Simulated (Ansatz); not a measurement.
Consider the homolysis of the Ga–H bond: `[F][GaH][Cl]` → `[F][Ga][Cl]`• + H•.

Gas-phase electronic energies from Ansatz, PBE0-D4/def2-TZVP geometries. CCSD(T)/CBS is the MP2 limit (def2-TZVPP, def2-QZVPP) plus CCSD(T) − MP2 in def2-TZVPP, frozen cores. This one scheme is used for every species, atoms too. Functionals use def2-TZVPP. No spin–orbit coupling; open shells (•) take unrestricted orbitals. Bonds to Ga are less sure, by a few kJ/mol each and by 10 to 20 or more in all where they break to atoms, as the def2 sets lack core-valence functions. Scalar relativity is left out up to krypton.

```json
{"level": "revPBE-D4", "ΔE (eV)": "3.31"}
{"level": "CCSD/def2-SVP", "ΔE (eV)": "3.54"}
{"level": "CCSD/def2-TZVPP", "ΔE (eV)": "3.63"}
{"level": "HF/CBS(def2)", "ΔE (eV)": "2.76"}
```

**Question.** What does CCSD(T)/CBS give? (Best estimate.)

**Answer.** Computed: +3.73 eV. The listed levels differ from it by -0.42, -0.19, -0.10, -0.97 eV.

Largest T1 diagnostic among the species: 0.016.

In def2-TZVPP, CCSD(T) changes the Hartree–Fock value by +0.87 eV (the triples alone add −0.00 eV) and MP2 by +0.75 eV; breaking electron pairs costs correlation energy, which Hartree–Fock lacks. Leaving LDA and LC-ωPBE aside and taking each functional with its dispersion term where it has one, the values, not all of them listed here, spread over 0.33 eV, from revPBE-D4 to ωB97X-V. LDA lies +0.45 eV from PBE without D4, its usual overbinding.
